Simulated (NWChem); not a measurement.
Correlation energy of H₂Ge

```xyz
3

Ge     0.0000     0.0000     0.0664
H     -1.1425     0.0000    -1.0616
H      1.1425     0.0000    -1.0616
```
Charge 0, spin multiplicity 1.

Everything below was run with NWChem. All single points use one geometry, from B3LYP/def2-SVP, a minimum by its harmonic frequencies.

Basis set: def2-TZVP. Each correlation energy counts from its own Hartree-Fock reference.

The Hamiltonian is non-relativistic. The correlated methods keep 9 core orbitals frozen. The structure started from a generated list of species. Coupled-cluster values serve here as a point of comparison, not as the truth.

Problem. Order these methods by the correlation energy they give, lowest first: MP2, SCS-MP2, CR-CCSD[T], CCSD.

Solution. CR-CCSD[T] (-256.5 mHa), CCSD (-249.2 mHa), MP2 (-232.0 mHa), SCS-MP2 (-225.6 mHa)
